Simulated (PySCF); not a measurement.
C₃H₈F₂OSi (SMILES CC[Si](F)(F)OC), singlet, at a GFN2-xTB geometry, atoms displaced at random by about 0.03 Å a coordinate; TPSS/STO-3G, gradient (PySCF).

Input for PySCF:
```python
from pyscf import gto, scf, dft

mol = gto.Mole()
mol.atom = '''
    C    -2.45981070    0.06914731    1.27968503
    C    -1.00479807    0.41744622    1.43342724
    Si   -0.03063672   -0.03116628   -0.12885812
    F    -0.48365099    0.71251142   -1.38667515
    F    -0.18210334   -1.59886894   -0.60738551
    O     1.54106884    0.27070522    0.22948826
    C     2.64332000    0.24570817   -0.63845037
    H    -2.94678127    0.61239714    0.46156727
    H    -3.11356046    0.30047904    2.19418021
    H    -2.63537648   -0.98807890    0.99762673
    H    -0.59635597   -0.19287865    2.27733956
    H    -0.95315568    1.41482726    1.71056872
    H     3.51935778    0.53824379   -0.07277653
    H     2.54067213    0.81971268   -1.52543147
    H     2.87685206   -0.79303336   -0.90785893
'''
mol.basis = 'sto-3g'
mol.verbose = 3
mol.build()

mf = dft.RKS(mol)
mf.xc = 'tpss'
mf.grids.level = 0
mf.kernel()
g = mf.nuc_grad_method()
g.grid_response = False
grad = g.kernel()
```

Output, abridged:

```
converged SCF energy = -675.03921968134
--------------- RKS gradients ---------------
         x                y                z
0 C     0.0619338340     0.0108180553    -0.0095481526
1 C    -0.0250519662     0.0639656496     0.0055380541
2 Si    -0.0109702241     0.0534723107    -0.0505452992
3 F     0.0263565853    -0.0389412437     0.0541335716
4 F     0.0015219648    -0.0290434900    -0.0186636741
5 O     0.0021260517    -0.0164408032    -0.0296926797
6 C    -0.0052827656     0.0427627166    -0.0096774855
7 H    -0.0007237421    -0.0119152872     0.0079509104
8 H    -0.0220492730     0.0081475105     0.0182945333
9 H    -0.0042085807     0.0029982395    -0.0083663791
10 H     0.0006713872    -0.0082728552     0.0061049980
11 H    -0.0124738116    -0.0613692481    -0.0135570894
12 H    -0.0213520726    -0.0193426506    -0.0103071494
13 H     0.0006973401    -0.0283667047     0.0403192357
14 H    -0.0043842608     0.0166820036     0.0162874231
----------------------------------------------
```
